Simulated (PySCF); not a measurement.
## Identify the compound

The spectra below were simulated for a compound C3H2F6.

¹H NMR (400 MHz, computed): δ 4.64 (dtq, J = 53.2, 16.5, 1.2 Hz, 2H).

¹³C{¹H} NMR (computed): δ 127.2 (C, qtd, J = 354.8, 33.1, 3.7 Hz), 118.7 (C, tqd, J = 314.1, 37.8, 16.4 Hz), 81.5 (CH2, dt, J = 258.1, 21.1 Hz).

All values are calculated (PySCF 2.14): PBE0-D3(BJ)/def2-SVP structure, B3LYP/pcJ-1 coupling constants (spin–dipole term only in couplings to heteroatoms), shieldings: GIAO KT3/pcSseg-2. Non-relativistic, isolated molecule, one computed conformer, one averaged value for each set of equivalent atoms.

Chemical shifts δ = σref − σ; TMS for ¹H, ¹³C, all at this level.

Task: Deduce the structure.

Result: 
1. The formula gives 0 degrees of unsaturation.
2. 3 carbon signals for 3 carbons: no two carbons are equivalent.
3. Carbon types of the structure: 2 × C, 1 × CH2, which accounts for all hydrogens.
4. δC 127.2: CF3 carbon; 3 electronegative neighbours deshield it.
5. δC 118.7: fully substituted sp3 carbon bonded to 2 F; 2 electronegative neighbours deshield it.
6. δC 81.5: sp3 CH2 bonded to F; deshielded by the electronegative neighbour.
7. δH 4.64: hydrogen on an sp3 CH2 bonded to F; its carbon carries F, an electronegative neighbour.

The compound is `FC(C(CF)(F)F)(F)F`.

The shifts were computed for this structure.

Common functionals overestimate the size of one-bond C–F couplings by tens of Hz; these are unscaled. Splittings below 1 Hz are ignored in the labels, and close J values are merged. Shifts are as computed, not scaled to solution data. Of 246 compounds with measured shifts, 49 miss one by over three times the rms of a fit or turn the order of signals round; such compounds aren't used in these exercises. Only one conformer was computed, so three-bond couplings in flexible chains and rings are approximate.
